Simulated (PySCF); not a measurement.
C₄H₁₀OSi, SMILES C/C=C/OC[SiH3]. Geometry optimised at PBE-D3(BJ)/def2-SVP. The structure was generated by enumeration; whether it is a known compound was not checked. One conformer was computed; it need not be the lowest.

Computed equilibrium geometry at PBE-D3(BJ)/def2-SVP (PySCF confirms it by a frequency run) as bond lengths and angles (one conformer of several):
Atoms: C1 C2 C3 O4 C5 Si6 H7 H8 H9 H10 H11 H12 H13 H14 H15 H16. Bond lengths (Å): C1–C2 1.498, C1–H7 1.112, C1–H8 1.112, C1–H9 1.109, C2–C3 1.347, C2–H10 1.104, C3–O4 1.366, C3–H11 1.108, O4–C5 1.423, C5–Si6 1.908, C5–H12 1.117, C5–H13 1.117, Si6–H14 1.502, Si6–H15 1.506, Si6–H16 1.502. Bond angles (°): C2–C1–H7 111.8, C2–C1–H8 111.8, C2–C1–H9 111.8, H7–C1–H8 106.2, H7–C1–H9 107.5, H8–C1–H9 107.5, C1–C2–C3 123.8, C1–C2–H10 118.6, C3–C2–H10 117.5, C2–C3–O4 122.5, C2–C3–H11 122.0, O4–C3–H11 115.5, C3–O4–C5 116.1, O4–C5–Si6 108.2, O4–C5–H12 111.4, O4–C5–H13 111.4, Si6–C5–H12 109.6, Si6–C5–H13 109.6, H12–C5–H13 106.6, C5–Si6–H14 110.1, C5–Si6–H15 108.1, C5–Si6–H16 110.1, H14–Si6–H15 109.5, H14–Si6–H16 109.6, H15–Si6–H16 109.5.
